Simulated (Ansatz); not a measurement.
Reaction (formal exchange of groups at a B–O bond): `OBOCO` + CH₄ → `CBOCO` + H₂O

Computed with Ansatz on PBE0-D4/def2-TZVP structures; ΔE is electronic, products minus reactants. CBS: MP2 limit from def2 TZ/QZ plus the TZ coupled-cluster correction, frozen cores. This one scheme is used for every species. Functionals use def2-TZVPP. One conformer a species, not always the lowest.

| species | PBE-D4 energy (Eh) |
| --- | --- |
| `OBOCO` | -291.52326 |
| CH₄ | -40.46517 |
| `CBOCO` | -255.55975 |
| H₂O | -76.38027 |

Problem. Work out ΔE.

Solution. ΔE = (-255.55975) + (-76.38027) − (-291.52326) − (-40.46517) = 0.04841 Eh = +127.1 kJ/mol. CCSD(T)/CBS gives +126.1 kJ/mol.

Largest T1 diagnostic among the species: 0.013.

In def2-TZVPP, CCSD(T) changes the Hartree–Fock value by −12.1 kJ/mol (the triples alone add −0.7 kJ/mol) and MP2 by −11.5 kJ/mol.
